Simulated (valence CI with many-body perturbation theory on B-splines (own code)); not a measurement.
## Pb XVIII: input, log and results

Computed by valence CI with perturbative core correlation (CI+MBPT): five valence electrons over a frozen Dirac-Fock core [Kr] 4d10 4f14, a basis of 6 s, 6 p, 5 d, 3 f, 1 g functions for each j, with the one-electron correlation potential Σ1 (screened to all orders), the two-electron term Σ2, the three-electron term Σ3, Breit, model QED; selected single and double excitations, second order for the rest, scaled by the run's own slope (own B-spline code, finite nucleus).

Command, and the settings that its task file holds:

```sh
python run_cv.py task.json out
```

```
atom Pb  Z=82  mass_number=208  rms_radius_fm=5.5012
core [Kr] 4d10 4f14
valence 5s2 5p3
avg = 1
basis = S
breit = 1
cap = 20000
capref = 1200
cscale = 1
de = 0.0
dress = 0
eps = 2e-08
extrap = 1
h = 0.27
hh = 1
l2 = 3
lcore = 6
maxit = 60
n2 = 5
natural = 1
nlev = 30
nno = [3, 3, 3, 2, 1]
nroot = 26
nsp = [3, 3, 2, 1, 0]
pt2 = 1
qed = 1
rpa = 1
s1 = 1
s2 = 1
s3 = 1
screen = 1
tol = 2e-05
whole = 1
```

It took 80 s on 1 thread of Arm Neoverse V1, with other jobs on the host.

Log. The first blocks belong to the next ion, which gives the ionisation energy. Fields: 2J, parity (1 odd), roots, reference size, generating configurations, candidates as configurations/state functions, variational space P, stored matrix elements, Davidson steps; e2 is the range of second-order energies in hartree. The first line gives the box (bohr), its intervals, the orbitals and the steps of their self-consistent field. Window is the range of levels sought, series limit the energy at which the first omitted orbital would enter, core excitation an estimate of the first excitation out of the core, left out the lowest levels not solved, and shifts from estimates the range by which levels moved from their first estimate, all in cm⁻¹.

```
rmax 8.3 intervals 60 orbitals 36 references ['5s2 5p3', '5s 5p4', '5s2 5p2 5d', '5p5', '5s 5p3 5d'] scf 5 t 1.3
2J=0 par=0 roots 2 ref 16 generators 7 cand 2918/4790 P 858/1210 nnz 0 it 0
2J=0 par=0 roots 2 ref 16 generators 13 cand 4158/7253 P 1477/2216 nnz 0 it 5
   second order: generators 37 cand 9017/16775 e2 -0.00002 -0.00002
reference levels 505, estimated 7, window 425074 1/cm; series limit 1854216, core excitation 531343
2J=3 par=1 roots 3 ref 55 generators 9 cand 4878/42652 P 1030/3999 nnz 2.2e+06 it 4
2J=3 par=1 roots 3 ref 55 generators 20 cand 9579/102831 P 2152/10974 nnz 1e+07 it 5
   second order: generators 49 cand 20417/272195 e2 -0.00012 -0.00010
2J=5 par=1 roots 1 ref 49 generators 4 cand 3960/39941 P 792/3995 nnz 2.8e+06 it 4
2J=5 par=1 roots 1 ref 49 generators 12 cand 8066/89274 P 1442/8806 nnz 8.7e+06 it 5
   second order: generators 27 cand 15911/229967 e2 -0.00015 -0.00015
2J=1 par=1 roots 1 ref 35 generators 4 cand 3186/15191 P 1007/3507 nnz 1.8e+06 it 5
2J=1 par=1 roots 1 ref 35 generators 13 cand 8417/53322 P 1641/5893 nnz 3.1e+06 it 5
   second order: generators 27 cand 15155/106138 e2 -0.00011 -0.00011
left out: unestimated 630388, estimated 569181, shifts from estimates -77 to 7
operators 6.5
```

The Davidson iterations converged.

No measured levels were compared; by estimate levels hold to about 250 cm⁻¹ or 0.2 % of their energy and the worst to 1 %, as in measured heavy ions of charge 2 to 7. The list stops below the first excitations out of the core. Only levels of the ground parity were solved; by the run's estimate the other parity begins above the list, which can be wrong where configurations are misplaced.

```
Valence energy                            : -93.42357 hartree
Ionisation energy                         : 412.9 eV (NIST: 427 ± 21 eV (theoretical))
Reference configurations for the orbitals : 5s2 5p3, 5s 5p4, 5s2 5p2 5d, 5p5, 5s 5p3 5d
Radial orbitals                           : 36
Box radius                                : 8.296 bohr
Largest variational space                 : 10974
Lowest levels                             : (5s^2 5p1/2^2 5p3/2) J=3/2 0.0, (5s^2 5p1/2 5p3/2^2) J=3/2 209540, (5s^2 5p1/2 5p3/2^2) J=5/2 230230, (5s^2 5p1/2 5p3/2^2) J=1/2 256440 cm⁻¹
```

Levels are named by their leading jj configuration (3d3/2^4 stands for four electrons in 3d with j = 3/2), which in mixed levels can hold well under half, so a name can repeat and another be missing.
